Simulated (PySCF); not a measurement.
## InC⁺ at B2PLYP

Computed with B2PLYP; In cc-pVDZ-PP with ECP28, C cc-pVDZ; scalar-relativistic core potentials (PySCF 2.14).

For InC⁺, the state is ³Π (triplet), unpaired electrons σ ↑, π ↑, the bond length is 2.981 Å and the harmonic wavenumber is 139 cm⁻¹. The force constant is 0.124 mdyn/Å. The rotational constant Be is 0.1746 cm⁻¹. The anharmonicity ωexe is 2.33 cm⁻¹ and the vibration–rotation constant αe is 0.00351 cm⁻¹. The well depth De to In⁺ + C is 26 kJ/mol and the dissociation energy D0 is 25 kJ/mol. The bond order (Mayer) is 0.20 and the dipole moment (positive dipole points towards C; it is taken about the centre of mass and depends on that origin) is 0.49 D.

Correlated steps freeze 5 core orbitals. The bond is weak. Basis-set superposition, not corrected here, can be much of De in a small basis, most of all at correlated wavefunction levels. These are scalar-relativistic numbers at best; spin–orbit coupling would shift them, the dissociation energy most. For an ion De counts to the pair picked by the measured ionisation energies or electron affinities, which need not be the lowest pair at this level. B2PLYP dipoles, levels and charges come from its SCF part alone. The state is the lowest determinant that a PBE0 search found; another state may lie lower at other levels.
